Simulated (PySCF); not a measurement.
Isomers of C8H13N, one GFN2-xTB conformer each. Single-point energies are computed at PBE0/pcSseg-1 (PySCF, gas phase, no added dispersion term), electronic only.

```json
{"SMILES": "C=CC(=C)N1CCCC1", "GFN2-xTB relative energy (kJ/mol)": "16.8"}
{"SMILES": "C1=CCN(C2CCC2)C1", "GFN2-xTB relative energy (kJ/mol)": "0.0"}
```

Conformers: `[CH2:1]=[CH:2][C:3](=[CH2:4])[N:5]1[CH2:6][CH2:7][CH2:8][CH2:9]1` with C1–C2–C3–C4 37°, C2–C3–N5–C6 25°, C3–N5–C6–C7 148°, N5–C6–C7–C8 28°, C6–C7–C8–C9 -38°, C7–C8–C9–N5 35°; `[CH:1]1=[CH:2][CH2:3][N:4]([CH:5]2[CH2:6][CH2:7][CH2:8]2)[CH2:9]1` with C3–N4–C5–C6 -66°, C1–C2–C3–N4 8°, C2–C3–N4–C5 -142°, N4–C5–C6–C7 -131°, C5–C6–C7–C8 14°.

What does PBE0/pcSseg-1 give for the same structures?

```json
{"SMILES": "C=CC(=C)N1CCCC1", "PBE0/pcSseg-1 E (Eh)": "-366.88943", "PBE0/pcSseg-1 (kJ/mol)": "0.0", "GFN2-xTB (kJ/mol)": "16.8", "point group": "C1"}
{"SMILES": "C1=CCN(C2CCC2)C1", "PBE0/pcSseg-1 E (Eh)": "-366.87691", "PBE0/pcSseg-1 (kJ/mol)": "32.9", "GFN2-xTB (kJ/mol)": "0.0", "point group": "Cs"}
```

GFN2-xTB puts C1=CCN(C2CCC2)C1 lowest instead. As drawn, the higher has a four-membered ring, which the lower lacks.

Which frontier levels, dipoles and rotational constants go with these structures?

```csv
SMILES,"HOMO (eV, PBE0/pcSseg-1)",LUMO (eV),dipole (D),"A, B, C (MHz)"
C=CC(=C)N1CCCC1,-5.38,-0.28,1.96,"3486, 1087, 874.4"
C1=CCN(C2CCC2)C1,-5.82,0.56,0.69,"4438, 1052, 890.3"
```
